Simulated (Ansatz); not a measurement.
This geometry of BH5N2 + H2O (11 atoms, charge 0, multiplicity 1) is a first-order saddle point.

These are results of RKS r2SCAN-D4/def2-SVP in Ansatz 0.2.0, not measurements.

```xyz
11
Properties=species:S:1:pos:R:3
B 0.045 0.291 0.182
N 0.036 0.013 1.726
H -0.698 -0.576 2.113
H 0.944 -0.240 2.115
N 1.404 0.151 -0.386
H 1.668 -0.827 -0.506
H 1.481 0.578 -1.308
H -0.975 -0.134 -0.366
O -0.201 1.891 0.450
H -1.120 2.105 0.239
H -0.180 1.349 1.489
```

Task: Which two structures does it join? (They come from a converged band through this point; their orientation in space is the band's.)

Result: Bonds broken: B1–N2, O9–H11. Bonds formed: B1–O9, N2–H11. BH5N2 + H2O becomes BH4NO + H3N.

Initial state:

```xyz
11
Properties=species:S:1:pos:R:3
B 0.096 -0.287 0.125
N 0.072 -0.293 1.553
H -0.764 -0.565 2.056
H 0.912 -0.386 2.115
N 1.289 -0.221 -0.616
H 2.207 -0.118 -0.202
H 1.285 -0.098 -1.619
H -0.964 -0.331 -0.461
O -0.345 2.633 0.971
H -1.163 2.518 0.472
H -0.220 1.747 1.355
```

Final state:

```xyz
11
Properties=species:S:1:pos:R:3
B -0.065 0.607 -0.620
N -0.249 -0.024 2.336
H -0.124 -0.450 3.257
H 0.536 -0.352 1.769
N 1.243 0.094 -0.715
H 1.451 -0.801 -1.134
H 2.059 0.642 -0.468
H -1.000 -0.060 -1.005
O -0.228 1.873 -0.113
H -1.159 2.097 -0.023
H -0.059 0.972 2.463
```

Task: How far does it lie above each of them?

Result: 89.2 kJ/mol above the first and 110.2 kJ/mol above the second. This is the barrier of this one path; another mechanism may lie lower. The orbitals stay closed-shell, which can raise the energy where a bond breaks towards radicals; this wasn't checked here.

Run time: 4.4 min on 2 threads of Arm Neoverse V1, on a shared host, peak memory 0.14 GiB.
